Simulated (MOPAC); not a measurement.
Input file for MOPAC: PM7 on KO, 2S+1 = 2, a spin state set in the input, which need not be the lowest, a point of a bond scan (R = 2.195 Å).

```
PM7 1SCF PRECISE CHARGE=0 UHF MS=0.5 THREADS=1
KO

O      0.00000000 1     0.00000000 1     0.00000000 1
K      0.00000000 1     0.00000000 1     2.19492300 1
```

It printed:

```
*******************************************************************************
 **                                                                           **
 **                              MOPAC v23.2.5                                **
 **                                                                           **
 *******************************************************************************
 ** MOPAC's Digital Object Identifier: https://doi.org/10.5281/zenodo.6511958 **
 **                                                                           **
 ** Please cite the open-source release paper for use of this MOPAC version:  **
 ** J. E. Moussa and J. J. P. Stewart (2026)                                  **
 ** MOPAC: An open-source semiempirical molecular orbital program             **
 ** J. Open Source Softw., 11(119), 8025, https://doi.org/10.21105/joss.08025 **
 *******************************************************************************

                              PM7 CALCULATION RESULTS

 *******************************************************************************
 *  PM7        - The PM7 Hamiltonian to be used
 *  UHF        - UNRESTRICTED HARTREE-FOCK CALCULATION
 *
 *
 *
 *                 CHARGE ON SYSTEM = 0
 *
 *
 *
 *  MS=        - IN MECI, MAGNETIC COMPONENT OF SPIN =  0.5
 *  PRECISE    - TIGHTER CRITERIA TO BE USED
 *  1SCF       - DO 1 SCF AND THEN STOP
 *  THREADS=1  - MULTI-THREADING NOT USED
 *  T=         - A TIME OF 172800.0 SECONDS REQUESTED
 *  DUMP=N     - RESTART FILE WRITTEN EVERY 7200.0 SECONDS REQUESTED
 *******************************************************************************
PM7 1SCF PRECISE CHARGE=0 UHF MS=0.5 THREADS=1
 KO

   ATOM   CHEMICAL          X               Y               Z
  NUMBER   SYMBOL      (ANGSTROMS)     (ANGSTROMS)     (ANGSTROMS)

     1       O          0.00000000  *   0.00000000  *   0.00000000  *
     2       K          0.00000000  *   0.00000000  *   2.19492300  *



          CARTESIAN COORDINATES

    NO.       ATOM           X           Y           Z

     1         O          0.0000      0.0000      0.0000
     2         K          0.0000      0.0000      2.1949

 General Reference for PM7:
 "Optimization of Parameters for Semiempirical Methods VI: More Modifications to the
 NDDO Approximations and Re-optimization of Parameters", J. J. P. Stewart, J. Mol. Mod., 1:32, 19 (2013)
 https://link.springer.com/article/10.1007/s00894-012-1667-x

           Empirical Formula: O K  =     2 atoms



      MOLECULAR POINT GROUP   :   C*v


          UHF CALCULATION, NO. OF ALPHA ELECTRONS =    4
                           NO. OF BETA  ELECTRONS =    3

 -------------------------------------------------------------------------------
 PM7 1SCF PRECISE CHARGE=0 UHF MS=0.5 THREADS=1
 KO



     1SCF WAS SPECIFIED, SO BFGS WAS NOT USED
     SCF FIELD WAS ACHIEVED


                              PM7 CALCULATION
                                                       MOPAC v23.2.5 Linux




          FINAL HEAT OF FORMATION =         22.71079 KCAL/MOL =      95.02193 KJ/MOL


          COSMO AREA              =        133.25 SQUARE ANGSTROMS
          COSMO VOLUME            =        143.42 CUBIC ANGSTROMS

          IONIZATION POTENTIAL    =          8.400264 EV
          ALPHA SOMO LUMO (EV)    =         -9.465  0.616
          BETA  SOMO LUMO (EV)    =         -8.400  0.574
          NO. OF ALPHA ELECTRONS  =          4
          NO. OF BETA  ELECTRONS  =          3
          MOLECULAR WEIGHT        =         55.0977         POINT GROUP:  C*v

          MOLECULAR DIMENSIONS (Angstroms)

            Atom       Atom       Distance
            K     2    O     1     2.19492
            K     2    O     1     0.00000
            O     1    K     2     0.00000


          SCF CALCULATIONS        =          1





   ATOM   CHEMICAL          X               Y               Z
  NUMBER   SYMBOL      (ANGSTROMS)     (ANGSTROMS)     (ANGSTROMS)

     1       O          0.00000000  *   0.00000000  *   0.00000000  *
     2       K          0.00000000  *   0.00000000  *   2.19492300  *

                             CARTESIAN COORDINATES

   1    O        0.000000000     0.000000000     0.000000000
   2    K        0.000000000     0.000000000     2.194923000


           Empirical Formula: O K  =     2 atoms



      MOLECULAR POINT GROUP   :   C*v


          ALPHA EIGENVALUES
 -24.63733 -11.31517 -10.02893  -9.46451   0.61591   2.25571   2.27068   3.17331


           BETA EIGENVALUES
 -19.52098  -8.96591  -8.40026   0.57440   0.71281   2.31846   2.68806   3.51307


              NET ATOMIC CHARGES AND DIPOLE CONTRIBUTIONS

  ATOM NO.   TYPE          CHARGE      No. of ELECS.   s-Pop       p-Pop
    1          O          -0.690904        6.6909     1.95459     4.73631
    2          K           0.690904        0.3091     0.00039     0.30870
 DIPOLE           X         Y         Z       TOTAL
 POINT-CHG.     0.000     0.000     7.284     7.284
 HYBRID         0.000    -0.000     0.105     0.105
 SUM            0.000    -0.000     7.389     7.389


          ATOMIC ORBITAL ELECTRON POPULATIONS

     Atom    s        px        py        pz
    1  O   1.95459   1.94982   0.98824   1.79826
    2  K   0.00039   0.05018   0.01176   0.24676


                    (SZ)    =    0.500000
                    (S**2)  =    0.754959


          ATOMIC ORBITAL SPIN POPULATIONS

    Atom   Total    s     px     py     pz
         Atomic
    1  O  1.0377  0.012  0.009  0.988  0.028
    2  K -0.0377 -0.000 -0.009  0.012 -0.040

 **********************
 *                    *
 * JOB ENDED NORMALLY *
 *                    *
 **********************




 == MOPAC DONE ==
```

The run finished.

Cost: around 0.020 core-seconds (rough).
